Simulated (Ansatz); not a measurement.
Ansatz (an electronic-structure program) input (CCSD(T)/def2-SVPD):

Ansatz 0.2 input:
```yaml
crystal:
  periodic: [false, false, false]
  atoms:
    - {symbol: Mn, position_ang: [0.14336333, -0.71522535, 0.60155648]}
    - {symbol: Br, position_ang: [-0.22483978, 1.06277674, -0.89099722]}
    - {symbol: O, position_ang: [0.53241662, -2.08607337, 1.72672198]}
    - {symbol: H, position_ang: [0.02597627, -2.62796533, 2.33221460]}
basis:
  gaussian:
    orbitals: def2-SVPD
magnetization: {spin_polarized: true, initial_magnetization: 5}
correlation: {method: ccsd_t, electrons: outside_noble_gas}
output: {forces: true}
```

Output:

```
Functional definition: HF
integrals: 0.25 GiB planned
1063 factors; integrals over basis functions are off by at most 1.1e-3 eV
mean field: 0.75 GiB planned
mean field evaluation 1: about -103325.6682 eV, gradient 2.8e1 eV
mean field evaluation 2: about -103325.7708 eV, gradient 2.8e1 eV
mean field evaluation 4: about -103329.9692 eV, gradient 4.1e0 eV
mean field evaluation 8: about -103330.2211 eV, gradient 3.3e-1 eV
mean field evaluation 16: about -103330.2236 eV, gradient 2.8e-6 eV
mean field -103330.22360633 eV, -3797.3156777915 hartree, gradient 2.8e-6 eV, S^2 8.767408; 0 other end points of the search recorded, 0 dependent functions left out
24 core orbitals not correlated
reference -103330.22360633 eV, -3797.3156777915 hartree; 13, 8 occupied and 69, 74 virtual orbitals, 1063 factors
densities: 0.95 GiB planned
second order -11.40036689 eV of doubles, -0.00000000 eV of singles
coupled cluster: 0.64 GiB planned
cycle   1  -11.59242978 eV  change   -1.9e-1 eV  update   9.6e-2
cycle   2  -11.86079416 eV  change   -2.7e-1 eV  update   3.2e-2
cycle   3  -11.96274005 eV  change   -1.0e-1 eV  update   2.2e-2
cycle   4  -11.97007356 eV  change   -7.3e-3 eV  update   8.6e-3
cycle   5  -11.97022038 eV  change   -1.5e-4 eV  update   4.3e-3
cycle   6  -11.97354090 eV  change   -3.3e-3 eV  update   1.8e-3
cycle   7  -11.97449309 eV  change   -9.5e-4 eV  update   7.0e-4
cycle   8  -11.97465083 eV  change   -1.6e-4 eV  update   3.2e-4
cycle   9  -11.97471559 eV  change   -6.5e-5 eV  update   1.5e-4
cycle  10  -11.97468558 eV  change    3.0e-5 eV  update   7.4e-5
cycle  11  -11.97469098 eV  change   -5.4e-6 eV  update   3.8e-5
cycle  12  -11.97471013 eV  change   -1.9e-5 eV  update   1.9e-5
cycle  13  -11.97471047 eV  change   -3.4e-7 eV  update   8.3e-6
cycle  14  -11.97471355 eV  change   -3.1e-6 eV  update   4.1e-6
cycle  15  -11.97471527 eV  change   -1.7e-6 eV  update   1.8e-6
perturbative correction -0.33300128 eV, -0.0122375712 hartree
the calculation of the forces begins
Total energy: -103342.53132288 eV, -3797.7679780323 hartree
Atom 0 at     0.143363    -0.715225     0.601556 Å, force    -0.063232     0.315465    -0.265330 eV/Å
Atom 1 at    -0.224840     1.062777    -0.890997 Å, force    -0.097287     0.475665    -0.399596 eV/Å
Atom 2 at     0.532417    -2.086073     1.726722 Å, force     0.127658    -0.648755     0.546230 eV/Å
Atom 3 at     0.025976    -2.627965     2.332215 Å, force     0.032861    -0.142375     0.118695 eV/Å
Dipole moment:    -0.147532    -0.318293     0.319152 e Å
```

The spin state was set by rule; other spins were not relaxed.
